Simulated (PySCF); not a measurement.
## Sb⁻ (antimony, charge -1) across methods

[Kr] 4d10 5s2 5p4, high-spin 3P determinant. Computed with PySCF 2.14 in aug-cc-pVQZ-PP with one added diffuse shell each of s, p, d, f, g type with ECP28MDF (8s8p6d4f3g, 117 functions), with a scalar-relativistic core potential.

| method | E (hartree) | mean ε 5s β (eV) | mean ε 5p α (eV) | mean ε 5p β (eV) | Σ⟨r²⟩ (bohr²) | ⟨S²⟩ |
| --- | --- | --- | --- | --- | --- | --- |
| PBE | -240.2443 | -6.105 | 0.348 | 1.273 | 93.27 | 2.025 |
| UHF | -239.27613 | -8.947 | -2.522 | -0.710 | 85.57 | 2.028 |
| wB97X-V | -240.2225 | -9.384 | -2.144 | -1.148 | 83.06 | 2.006 |
| LDA | -239.8828 | -6.419 | 0.329 | 1.213 | 90.32 | 2.014 |
| B3LYP | -240.3348 | -6.989 | -0.148 | 0.757 | 88.53 | 2.011 |
| PBE0 | -240.2567 | -6.954 | -0.383 | 0.704 | 86.49 | 2.013 |
| M06 | -240.3079 | -7.224 | -0.180 | 0.812 | 89.36 | 2.011 |
| r2SCAN | -240.3453 | -6.018 | 0.162 | 1.217 | 88.64 | 2.029 |

Energies and moments cover only the electrons outside the core potential.

The highest occupied level is positive at PBE, LDA, B3LYP, PBE0, M06, r2SCAN: only the finite basis holds that electron, which in a density functional comes from self-interaction.
